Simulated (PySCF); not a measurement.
A series of related molecules.

All values: PBE0/pcSseg-1 (PySCF) at GFN2-xTB geometries, gas phase, one conformer each.

(1) Rank by HOMO energy, highest first.
A. `O=C1[SiH2][SiH2][SiH2][C@H]1F`
B. `O=C1[SiH2][SiH2][SiH2][C@@H]1C1CC1`
C. `O=C1[SiH2][SiH2][SiH2][C@@H]1C(F)F`
D. `C/N=C\[C@@H]1[SiH2][SiH2][SiH2]C1=O`

(2) Rank by the lowest Hirshfeld charge on any atom, lowest value first.
A. `O=C1[SiH2][SiH2][SiH2][C@@H]1C1CC1`
B. `O=C[C@H]1[SiH2][SiH2][SiH2]C1=O`
C. `CC(=O)O[C@@H]1[SiH2][SiH2][SiH2]C1=O`
D. `C[S@@](=O)[C@@H]1[SiH2][SiH2][SiH2]C1=O`

(3) Rank by the lowest IAO charge on any atom, lowest value first.
A. `NC(=O)[C@H]1[SiH2][SiH2][SiH2]C1=O`
B. `C[S@@](=O)[C@@H]1[SiH2][SiH2][SiH2]C1=O`
C. `C1C(=O)[SiH2][SiH2][SiH2]1`
D. `CC(=O)[C@@H]1[SiH2][SiH2][SiH2]C1=O`
E. `[SiH2]1[C@H](C([SiH2][SiH2]1)=O)CN`
F. `N#CC[C@@H]1[SiH2][SiH2][SiH2]C1=O`

## Answers

(1) B (-6.52 eV), D (-6.80 eV), A (-6.93 eV), C (-7.09 eV).

(2) D (-0.307 e), C (-0.250 e), A (-0.231 e), B (-0.217 e).

(3) B (-0.898 e), C (-0.578 e), E (-0.560 e), A (-0.522 e), D (-0.467 e), F (-0.402 e).

All values together:

```tsv
SMILES	change	formula	μ (D)	HOMO (eV)	LUMO (eV)	lowest IAO charge (e)	highest IAO charge (e)	lowest Hirshfeld charge (e)	highest Hirshfeld charge (e)
O=C1C[SiH2][SiH2][SiH2]1	parent	C2H8OSi3	2.77	-6.68	-1.43	-0.578 (C)	+0.470 (Si)	-0.231 (O)	+0.260 (Si)
O=C1[SiH2][SiH2][SiH2][C@H]1F	H on C replaced by F	C2H7FOSi3	2.08	-6.93	-1.77	-0.389 (O)	+0.453 (Si)	-0.223 (O)	+0.247 (Si)
C[S@@](=O)[C@@H]1[SiH2][SiH2][SiH2]C1=O	H on C replaced by SOCH3	C3H10O2SSi3	2.95	-6.91	-1.71	-0.898 (O)	+1.089 (S)	-0.307 (O)	+0.353 (S)
O=C1[SiH2][SiH2][SiH2][C@@H]1C1CC1	H on C replaced by cPr	C5H12OSi3	2.84	-6.52	-1.40	-0.401 (C)	+0.456 (Si)	-0.231 (O)	+0.248 (Si)
N#CC[C@@H]1[SiH2][SiH2][SiH2]C1=O	H on C replaced by CH2CN	C4H9NOSi3	3.69	-7.13	-1.79	-0.402 (C)	+0.456 (Si)	-0.229 (N)	+0.255 (Si)
CC(=O)O[C@@H]1[SiH2][SiH2][SiH2]C1=O	H on C replaced by OCOCH3	C4H10O3Si3	4.12	-6.89	-1.70	-0.474 (C)	+0.531 (C)	-0.250 (O)	+0.249 (Si)
C/N=C\[C@@H]1[SiH2][SiH2][SiH2]C1=O	H on C replaced by CH=NMe	C4H11NOSi3	2.39	-6.80	-1.72	-0.445 (C)	+0.465 (Si)	-0.223 (O)	+0.258 (Si)
CC(=O)[C@@H]1[SiH2][SiH2][SiH2]C1=O	H on C replaced by COCH3	C4H10O2Si3	3.50	-6.83	-1.51	-0.467 (C)	+0.463 (Si)	-0.221 (O)	+0.260 (Si)
O=C1[SiH2][SiH2][SiH2][C@@H]1C(F)F	H on C replaced by CHF2	C3H8F2OSi3	3.55	-7.09	-1.72	-0.454 (C)	+0.475 (Si)	-0.215 (O)	+0.253 (Si)
NC(=O)[C@H]1[SiH2][SiH2][SiH2]C1=O	H on C replaced by CONH2	C3H9NO2Si3	4.65	-6.73	-1.38	-0.522 (O)	+0.462 (Si)	-0.233 (O)	+0.251 (Si)
O=C[C@H]1[SiH2][SiH2][SiH2]C1=O	H on C replaced by CHO	C3H8O2Si3	2.90	-6.95	-1.63	-0.446 (C)	+0.464 (Si)	-0.217 (O)	+0.266 (Si)
NC[C@@H]1[SiH2][SiH2][SiH2]C1=O	H on C replaced by CH2NH2	C3H11NOSi3	4.14	-6.53	-1.31	-0.560 (N)	+0.478 (Si)	-0.230 (O)	+0.229 (Si)
```

Conformers: `[O:1]=[C:2]1[CH2:3][SiH2:4][SiH2:5][SiH2:6]1` with O1–C2–C3–Si4 111°, C2–C3–Si4–Si5 41°, C3–Si4–Si5–Si6 -11°, Si4–Si5–Si6–C2 -12°; `[O:1]=[C:2]1[SiH2:3][SiH2:4][SiH2:5][C@H:6]1[F:7]` with O1–C2–Si3–Si4 -115°, C2–Si3–Si4–Si5 -12°, Si3–Si4–Si5–C6 -16°, Si4–Si5–C6–F7 -67°; `[CH3:1][S@@:2](=[O:3])[C@@H:4]1[SiH2:5][SiH2:6][SiH2:7][C:8]1=[O:9]` with C1–S2–C4–Si5 -86°, S2–C4–Si5–Si6 -72°, C4–Si5–Si6–Si7 -14°, Si5–Si6–Si7–C8 -9°, Si6–Si7–C8–O9 -133°; `[O:1]=[C:2]1[SiH2:3][SiH2:4][SiH2:5][C@@H:6]1[CH:7]1[CH2:8][CH2:9]1` with Si5–C6–C7–C8 161°, O1–C2–Si3–Si4 126°, C2–Si3–Si4–Si5 8°, Si3–Si4–Si5–C6 16°, Si4–Si5–C6–C7 77°; `[N:1]#[C:2][CH2:3][C@@H:4]1[SiH2:5][SiH2:6][SiH2:7][C:8]1=[O:9]` with C2–C3–C4–Si5 -62°, C3–C4–Si5–Si6 -166°, C4–Si5–Si6–Si7 13°, Si5–Si6–Si7–C8 11°, Si6–Si7–C8–O9 130°; `[CH3:1][C:2](=[O:3])[O:4][C@@H:5]1[SiH2:6][SiH2:7][SiH2:8][C:9]1=[O:10]` with C1–C2–O4–C5 180°, C2–O4–C5–Si6 -129°, O4–C5–Si6–Si7 -62°, C5–Si6–Si7–Si8 -18°, Si6–Si7–Si8–C9 -9°, Si7–Si8–C9–O10 -119°; `[CH3:1]/[N:2]=[CH:3]\[C@@H:4]1[SiH2:5][SiH2:6][SiH2:7][C:8]1=[O:9]` with N2–C3–C4–Si5 -97°, C3–C4–Si5–Si6 -79°, C4–Si5–Si6–Si7 -16°, Si5–Si6–Si7–C8 -6°, Si6–Si7–C8–O9 -134°; `[CH3:1][C:2](=[O:3])[C@@H:4]1[SiH2:5][SiH2:6][SiH2:7][C:8]1=[O:9]` with C1–C2–C4–Si5 -106°, C2–C4–Si5–Si6 -68°, C4–Si5–Si6–Si7 -18°, Si5–Si6–Si7–C8 -8°, Si6–Si7–C8–O9 -129°; `[O:1]=[C:2]1[SiH2:3][SiH2:4][SiH2:5][C@@H:6]1[CH:7]([F:8])[F:9]` with Si5–C6–C7–F8 33°, O1–C2–Si3–Si4 -123°, C2–Si3–Si4–Si5 -13°, Si3–Si4–Si5–C6 -12°, Si4–Si5–C6–C7 166°; `[NH2:1][C:2](=[O:3])[C@H:4]1[SiH2:5][SiH2:6][SiH2:7][C:8]1=[O:9]` with H–N1–C2–O3 -2° and -178°, N1–C2–C4–Si5 107°, C2–C4–Si5–Si6 68°, C4–Si5–Si6–Si7 17°, Si5–Si6–Si7–C8 7°, Si6–Si7–C8–O9 130°; `[O:1]=[CH:2][C@H:3]1[SiH2:4][SiH2:5][SiH2:6][C:7]1=[O:8]` with O1–C2–C3–Si4 -75°, C2–C3–Si4–Si5 67°, C3–Si4–Si5–Si6 18°, Si4–Si5–Si6–C7 8°, Si5–Si6–C7–O8 128°; `[NH2:1][CH2:2][C@@H:3]1[SiH2:4][SiH2:5][SiH2:6][C:7]1=[O:8]` with H–N1–C2–C3 -151° and 89°, N1–C2–C3–Si4 30°, C2–C3–Si4–Si5 -87°, C3–Si4–Si5–Si6 -9°, Si4–Si5–Si6–C7 -12°, Si5–Si6–C7–O8 -126°.

Give the shifts from the parent, `O=C1C[SiH2][SiH2][SiH2]1`.

```csv
SMILES,change in μ (D),change in HOMO (eV),change in LUMO (eV)
O=C1[SiH2][SiH2][SiH2][C@H]1F,-0.69,-0.25,-0.34
C[S@@](=O)[C@@H]1[SiH2][SiH2][SiH2]C1=O,+0.18,-0.23,-0.28
O=C1[SiH2][SiH2][SiH2][C@@H]1C1CC1,+0.07,+0.16,+0.03
N#CC[C@@H]1[SiH2][SiH2][SiH2]C1=O,+0.92,-0.45,-0.36
CC(=O)O[C@@H]1[SiH2][SiH2][SiH2]C1=O,+1.35,-0.21,-0.27
C/N=C\[C@@H]1[SiH2][SiH2][SiH2]C1=O,-0.38,-0.12,-0.29
CC(=O)[C@@H]1[SiH2][SiH2][SiH2]C1=O,+0.73,-0.15,-0.08
O=C1[SiH2][SiH2][SiH2][C@@H]1C(F)F,+0.78,-0.41,-0.29
NC(=O)[C@H]1[SiH2][SiH2][SiH2]C1=O,+1.88,-0.05,+0.05
O=C[C@H]1[SiH2][SiH2][SiH2]C1=O,+0.13,-0.27,-0.20
NC[C@@H]1[SiH2][SiH2][SiH2]C1=O,+1.37,+0.15,+0.12
```
